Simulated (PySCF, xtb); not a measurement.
B(F)(NCO)(OMe) (C₂H₃BFNO₂), SMILES COB(F)N=C=O. The values are those of a single conformer.

Harmonic wavenumbers (cm⁻¹) from GFN2-xTB in xtb at its own minimum, in rising order: 68, 72, 97, 185, 189, 390, 474, 514, 518, 532, 680, 1044, 1130, 1132, 1191, 1359, 1416, 1460, 1463, 1563, 2519, 2977, 2978, 2987.

Problem. What does PySCF 2.14.0 with PBE-D3(BJ)/def2-SVP give at its own minimum? (Estimate from the structure and the level; the computed values follow.)

Solution. 51, 72, 97, 159, 223, 421, 479, 576, 589, 623, 680, 1055, 1136, 1147, 1251, 1384, 1421, 1422, 1476, 1566, 2401, 2960, 3057, 3057. Paired by order, the mean absolute difference is 33 cm⁻¹ and the zero-point energies are 38.5 and 39.0 kcal/mol.
